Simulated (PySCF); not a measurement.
A structure optimised at B3LYP-D3(BJ)/def2-SVP, used in a PySCF frequency run:

```xyz
13

C     -1.9203    -0.2387     0.1719
C     -0.4601    -0.3788     0.5807
C      0.3977    -1.4840    -0.1475
C      1.2842    -0.3562    -0.6641
C      0.5382     0.5626    -0.0404
F      0.5921     1.8870     0.0436
H     -2.3544     0.6905     0.5743
H     -2.0192    -0.2106    -0.9255
H     -2.5189    -1.0826     0.5504
H     -0.3706    -0.4400     1.6799
H     -0.1648    -2.0364    -0.9184
H      0.8831    -2.2050     0.5309
H      2.1781    -0.3281    -1.2873
```
Charge 0, spin multiplicity 1.

Question: Write its SMILES and formula.

Answer: C[C@H]1CC=C1F, C5H7F

Question: What are its rotational constants (standard atomic weights)?

Answer: 4.9175, 3.6598, 2.3129 GHz
